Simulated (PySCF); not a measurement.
A GIAO shielding run with PySCF (density fitting, non-relativistic, gas phase) on SMILES C(=C/S[SiH3])/[Si@@H]1OCCS1, C₄H₁₀OS₂Si₂:

```
$ OMP_NUM_THREADS=1 python probes_run.py task.json out

{"job": {"kind": "nmr", "xc": "PBE0", "basis": "pcSseg-1"}, "charge": 0, "multiplicity": 1}
Si     4.515476     0.174708     0.587370
S      2.498946    -0.604784     0.575851
C      1.745241     0.440138    -0.605956
C      0.435532     0.452898    -0.823126
Si    -0.746768    -0.620650     0.136132
O     -2.085365    -0.745973    -0.790780
C     -3.306761    -0.673877    -0.123999
C     -3.267554     0.430596     0.920365
S     -1.695018     0.311381     1.837455
H      5.018083     0.104491    -0.781459
H      4.455892     1.559588     1.040806
H      5.206792    -0.713119     1.502590
H      2.434004     1.064225    -1.157801
H      0.053005     1.117623    -1.586539
H     -0.288962    -1.931676     0.570600
H     -3.514886    -1.634890     0.359906
H     -4.085731    -0.474805    -0.866232
H     -3.297147     1.412148     0.448142
H     -4.084580     0.341229     1.631900
```

Hardware: 1 thread of an Arm Neoverse N1, shared host. The job also computes population analyses, field gradients, ring-centre shieldings.

Question: How large is the calculation?

Answer: 102 electrons, 231 basis functions and 1293 auxiliary functions.

Question: How long does it take, and how much memory does it need?

Answer: 120 s of wall time, with 14 SCF cycles and 5 response iterations; peak memory 1.1 GiB. Times on a shared host scatter by some tens of per cent.
